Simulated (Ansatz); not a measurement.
Computed with Ansatz on PBE0-D4/def2-TZVP structures; ΔE is electronic, products minus reactants. CCSD(T)/CBS adds triple-zeta CCSD(T) − MP2 to the extrapolated MP2 energy (def2 sets, frozen cores). This one scheme is used for every species. Triplets are unrestricted, without spin–orbit coupling. For Ge, Se outer-core shells are correlated without core-valence functions, which leaves a few kJ/mol of doubt a bond. Scalar relativity is left out up to krypton. Each species was taken in one conformer, which may not be the lowest.

Consider the formal loss of a carbene: `[CH3][GeH2][SeH]` → `[CH2]` (triplet) + `[GeH3][SeH]`.

```tsv
level	ΔE (kcal/mol)
MP2/def2-TZVPP	114.3
MP2/def2-QZVPP	115.9
```

Task: What does CCSD(T)/CBS give? (Best estimate.)

Result: Computed: +113.1 kcal/mol. The listed levels differ from it by 1.2, 2.8 kcal/mol.

Task: What do rigid-rotor, harmonic-oscillator terms from PBE0-D4/def2-TZVP frequencies (298.15 K, 1 bar) make of the CCSD(T)/CBS value? (Best estimate.)

Result: Computed: ΔZPE = -7.5 kcal/mol, ΔH = +106.9 kcal/mol, ΔS = 156 J/(mol·K), ΔG = +95.8 kcal/mol. Open shells count their whole term as degenerate.

Largest T1 diagnostic among the species: 0.011.

From BLYP to BHLYP (50 % exact exchange), in def2-TZVPP and without D4, ΔE moves by −1.4 kcal/mol. At CCSD(T), def2-SVP lies −7.5 kcal/mol from the extrapolated value and def2-TZVPP −2.7 kcal/mol. The D4 term adds +2.4 kcal/mol with B3LYP and +1.3 kcal/mol with PBE0; it sums over pairs of atoms, weighted by their polarisabilities, and B3LYP, whose exchange is more repulsive, gets the larger term.

B3LYP here is the variant with VWN-RPA as its local correlation; programs differ in this.
